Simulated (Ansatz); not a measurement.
```yaml
crystal:
  periodic: [false, false, false]
  atoms:
    - {symbol: In, position_ang: [-1.081351, 0.257703, -0.810253]}
    - {symbol: B, position_ang: [0.071271, 0.058455, 1.086927]}
    - {symbol: Te, position_ang: [2.088195, -0.524868, 1.191973]}
    - {symbol: H, position_ang: [-1.945762, -1.070965, -1.505369]}
    - {symbol: H, position_ang: [-1.127662, 1.737681, -1.706731]}
    - {symbol: H, position_ang: [-0.368014, 0.267189, 2.179983]}
    - {symbol: H, position_ang: [2.363324, -0.725195, -0.436541]}
basis:
  gaussian: {orbitals: def2-mTZVP}
hamiltonian: {xc: {name: SVWN5}}
scf: {max_iter: 3}
output: {forces: true}
```

```sh
$ ansatz run in.yaml --threads 2 --pin off --events-out ev --progress --plain --max-ram 4352MiB
```

Shortened log:

```
Error: invalid value for `basis.gaussian`: such a run doesn't read scf.max_iter; remove what it names
```

Problem. What is wrong with this run?

Solution. The input holds a key that doesn't belong there. The input was rejected before any iteration.
